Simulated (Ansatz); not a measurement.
Consider the atomization: `CC(C)(Br)CBr` → 2 Br• + 4 C• + 8 H•.

Gas-phase electronic energies from Ansatz, PBE0-D4/def2-TZVP geometries. CCSD(T)/CBS is the MP2 limit (def2-TZVPP, def2-QZVPP) plus CCSD(T) − MP2 in def2-TZVPP, frozen cores. This one scheme is used for every species, atoms too. For atomizations the MP2-based limit and the directly extrapolated one differ by several kJ/mol either way, and by 10 to 25 for some Ge, Se and Sn compounds, so smaller differences from it don't rank the levels. DFT in def2-TZVPP. HSE06 is defined as in plane-wave codes. Open shells (•) are unrestricted, without spin–orbit coupling. Spin–orbit coupling would lower the free atoms: a little for C; clearly for Br. For Br outer-core shells are correlated without core-valence functions, so the limit isn't a true one: a few kJ/mol of doubt a bond, and 10 to 20 or more in all where bonds break to atoms. Scalar relativity is left out up to krypton. Each species was taken in one conformer, which may not be the lowest.

| level | ΔE (eV) |
| --- | --- |
| HSE06-D4 | 54.38 |
| MP2/def2-SVP | 52.14 |

(1) What does CCSD(T)/CBS give? (An estimate is asked.)

Largest T1 diagnostic among the species: 0.009.

Answers

(1) The calculation gave: +54.04 eV. The listed levels differ from it by 0.34, -1.90 eV.

From PBE to PBE0 (25 % exact exchange), in def2-TZVPP and without D4, ΔE moves by −0.65 eV: exact exchange takes away binding that semilocal exchange gives to molecules. At CCSD(T), def2-SVP lies −2.45 eV from the extrapolated value and def2-TZVPP −1.29 eV: correlation converges slowly with the basis, and small sets miss more of it in the bonded molecule than in its fragments. In def2-TZVPP, CCSD(T) changes the Hartree–Fock value by +12.91 eV (the triples alone add +0.82 eV) and MP2 by +13.77 eV; breaking electron pairs costs correlation energy, which Hartree–Fock lacks.
